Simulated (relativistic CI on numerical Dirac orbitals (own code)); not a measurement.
One change at a time: Sb XLVII

Base calculation: Dirac-Coulomb-Breit CI, orbitals from a KLI potential per configuration, model QED, unscaled Slater integrals.

Configuration list (outside the closed core 1s2): 2s2 2p, 2s 2p2, 2p3, 2p2 3s, 2p2 3p, 2p2 3d, 2s2 3s, 2s2 3p, 2s2 3d, 2s 2p 3s, 2s 2p 3p, 2s 2p 3d, 2s2 4s, 2s2 4p, 2s2 4d, 2s2 4f. Levels of other configurations are missing.

Variants: (1) P86 correlation estimate; (2) Breit term removed; (3) configuration mixing switched off. Shifts of the energy above 2s2 2p 2P°_1/2, in eV, for the lowest level and the first level of each name with at least 55 % of one term (blank where a level changes its place among those of its configuration and J or its character, or is not in the variant):

```tsv
Level	Base	Δ(1)	Δ(2)	Δ(3)
2s2 2p 2P°_1/2	0.00	0.00	0.00	0.00
2s 2p2 4P_1/2	149.79	+0.19	-5.54	-4.10
2s2 2p 2P°_3/2	278.93	0.00	+4.78	+2.88
2s 2p2 4P_3/2	383.25	+0.19	-0.64	-4.23
2s 2p2 2D_3/2	461.21	+0.19	+1.07	-3.66
2s 2p2 2P_1/2	462.41	+0.19	-0.99	-3.66
2s 2p2 2S_1/2	750.47	+0.19	+2.51	-4.06
2s 2p2 2P_3/2	751.76	+0.19	+4.98	-3.55
2p3 2D°_5/2	891.81	+0.24	+2.63	-3.81
2p3 2P°_1/2	928.14	+0.24	-1.72	-7.84
2s2 3s 2S_1/2	4559.25	+1.13	+8.15	+8.04
2s2 3p 2P°_1/2	4611.79	+1.30	+6.64	+8.58
2s 2p 3s 4P°_1/2	4661.76	+1.19	+3.26	-4.25
2s 2p 3s 2P°_1/2	4698.29	+1.19	+3.94	-2.96
2s2 3p 2P°_3/2	4699.79	+1.28	+7.50	+1.78
2s 2p 3p 4D_1/2	4706.14	+1.35	+1.77	-3.38
2s2 3d 2D_3/2	4737.57	+1.00	+8.39	+3.83
2s2 3d 2D_5/2	4758.77	+0.94	+9.44	+6.15
2s 2p 3d 4F°_3/2	4827.22	+1.22	+3.59	-4.24
2s 2p 3d 4F°_5/2	4845.81	+1.22	+5.18	-4.07
2s 2p 3d 2F°_5/2	4888.31	+1.22	+5.44	-4.08
2s 2p 3s 4P°_5/2	4940.73	+1.19	+9.58	-3.73
```

At this charge energies of transitions that change n are usually good to better than 1 %, and those within a shell (Δn = 0) to a few per cent.

Ionisation energy from the two ground configurations alone: base 8139.64 eV; P86 correlation estimate 8141.37 eV; Breit term removed 8149.31 eV. The NIST ASD value (theoretical) is 8140 eV.

LS names give the leading component of a level, which can be under half, so a name can repeat, a term be missing and a line seem to break the LS rules.
